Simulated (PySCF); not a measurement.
## Nuclear quadrupole coupling in `C#CP(C)CCCO`

Species: C6H11OP.
Atom-mapped SMILES: `[CH:1]#[C:2][P:3]([CH3:4])[CH2:5][CH2:6][CH2:7][OH:8]` (hydrogens: H9 on C1; H10, H11, H12 on C4; H13, H14 on C5; H15, H16 on C6; H17, H18 on C7; H19 on O8)

Geometry (GFN2-xTB, Å), atoms numbered from 1 in this order:
```
atom  x, y, z in Å
C1    -1.899    2.431   -1.154
C2    -1.715    1.251   -1.007
P3    -1.453   -0.500   -0.963
C4    -2.707   -0.882    0.353
C5     0.059   -0.472    0.132
C6     1.283    0.025   -0.629
C7     2.528    0.024    0.253
O8     2.816   -1.305    0.636
H9    -2.061    3.466   -1.240
H10   -2.572   -0.249    1.229
H11   -2.612   -1.928    0.641
H12   -3.705   -0.723   -0.054
H13   -0.127    0.161    1.006
H14    0.243   -1.494    0.476
H15    1.465   -0.624   -1.488
H16    1.109    1.039   -0.994
H17    3.373    0.453   -0.306
H18    2.352    0.648    1.143
H19    3.616   -1.313    1.170
```

Field gradients from the PBE0/pcSseg-1 density (PySCF, non-relativistic), principal values in atomic units, ordered |Vxx| ≤ |Vyy| ≤ |Vzz|:

```json
{"atom": "O8", "Vxx": "0.1367", "Vyy": "1.8976", "Vzz": "-2.0343"}
```

Task: Find the asymmetry η = (Vxx − Vyy)/Vzz and the couplings χ = eQV/h (234.96 MHz × Q in barn × V in au), with Q(17O) = −0.0256 b.

Result: 
```tsv
atom	environment	nucleus	η	χzz (MHz)	χxx (MHz)	χyy (MHz)
O8	alcohol oxygen	17O	0.87	12.24	-0.82	-11.41
```

The tensor is traceless: Vxx + Vyy + Vzz = 0.

Task: What is Vzz at O8 in SI units (1 au = 9.71736 × 10²¹ V/m²)?

Result: -2.0343 au = -19.768 × 10²¹ V/m².

Task: And the gradient at the other heavy atoms, for which no coupling is worked out here?

Result: 
| atom | environment | Vzz (au) | η |
| --- | --- | --- | --- |
| C1 | terminal alkyne carbon | -0.313 | 0.37 |
| C2 | alkyne carbon | -0.306 | 0.10 |
| P3 | phosphine phosphorus | -1.464 | 0.37 |
| C4 | sp3 carbon bound to phosphorus | 0.105 | 0.22 |
| C5 | sp3 carbon bound to phosphorus | 0.100 | 0.75 |
| C6 | chain CH2 carbon | -0.073 | 0.98 |
| C7 | carbinol carbon (C–OH) | 0.350 | 0.08 |

Were the hydrogens deuterons (Q(2H) = 0.00286 b), χzz would run from 190 kHz (H18) to 319 kHz (H19).

The structure is a single GFN2-xTB conformer in the gas phase; no vibrational or solvent corrections. GFN2-xTB bond lengths can be off by several hundredths of an ångström, more for odd bonds, and the gradients follow them. With a basis this small, the couplings can be 20 % off.
